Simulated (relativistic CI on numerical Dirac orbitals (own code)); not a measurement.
**Tc6+: L-alpha,beta X-ray emission**

Computed with this model: Dirac-Coulomb-Breit CI, KLI orbitals optimised for each configuration, model QED, valence Slater integrals scaled by 0.7, multiplet model of X-ray emission after core ionisation; configurations [Kr] 4d → [He] 2s2 2p5 3s2 3p6 3d10 4s2 4p6 4d → [Ar] 3d9 4s2 4p6 4d; 300 K; Lorentzian 2 eV and Gaussian 0.6 eV FWHM. Energies are those of the free ion, without screening or charge transfer. S is read from ⟨S²⟩ = S(S + 1).

free ion: ground-state S = 0.50, centroid 2465.40 eV. Peaks (eV, height): 2427.2 (100), 2540.2 (52).

Strongest unbroadened transitions for free ion:

```tsv
Energy (eV)	Relative strength
2423.67	12.5
2426.58	4.6
2426.73	12.5
2426.91	55.8
2426.95	28.3
2427.29	100.0
2427.30	19.9
2427.78	11.4
2428.01	14.0
2530.92	5.3
2539.31	15.1
2539.36	9.4
2540.02	14.9
2540.08	9.6
2540.25	65.9
2540.60	10.2
2541.16	14.3
2542.49	4.5
```
